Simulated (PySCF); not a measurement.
# Heteronuclear NMR

Atom-mapped SMILES (the numbers label the heavy atoms): `[SiH3:1][S:2][C:3]1=[CH:4][CH:5]=[CH:6][CH:7]=[CH:8][BH:9]1`. Hydrogens are named by the atom that carries them.

One averaged value for each set of equivalent atoms, one computed conformer, relativity neglected, in vacuum. PBE0-D3(BJ)/def2-SVP structure; σ from GIAO-PBE0/pcSseg-1; PySCF 2.14.

Problem. Where does $^{29}$Si resonate?

Solution. 
```tsv
atoms	environment	σ (ppm)	δ (ppm)
Si1	silicon bonded to S, 3 H	409.8	-61.7
```

Shieldings were converted by a linear fit to measured shifts: $^{29}$Si (scatter 9.7 ppm rms, 23.4 ppm with the 5 outliers that the fit left out vs TMS, solution or neat liquid). A few per cent of atoms miss by over 2 rms, more outside the fitted compound classes.

On a 600 MHz spectrometer $^{29}$Si resonates near 119.2 MHz, so 1 ppm is 119.2 Hz.

Problem. Where does $^{33}$S resonate?

Solution. 
```csv
atoms,environment,σ (ppm),δ (ppm)
S2,"sulfur bonded to C, Si",501.3,-319
```

Shieldings were converted by a linear fit to measured shifts: $^{33}$S: δ = 138.96 − 0.913σ (rms 31.7 ppm, 19 shifts vs sulfate, solution or neat liquid). A few per cent of atoms miss by over 2 rms, more outside the fitted compound classes.
